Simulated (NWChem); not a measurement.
System: BCl

Here is an NWChem input.

```
start job
memory heap 200 mb stack 900 mb global 1100 mb
geometry units angstroms noautosym nocenter noautoz
  B      0.000000     0.000000    -1.297369
  Cl     0.000000     0.000000     0.436174
end
basis spherical
  B library def2-tzvp
  Cl library def2-tzvp
end
dft
  xc hfexch
  iterations 150
end
property
  shielding
end
task dft property
```

The geometry was optimised at PBE-D3(BJ)/def2-SVP.

GIAO values for the isolated, static molecule; σ is the absolute isotropic shielding.

Atoms are numbered as in the input.

What results follow from this input? (Hartree-Fock/def2-TZVP, GIAO.) Quantities: basis functions; σ B1 (ppm); σ Cl2 (ppm).

The number of basis functions is 68 and the σ B1 (ppm) comes out as -25.2. The σ Cl2 (ppm) is 294.9.
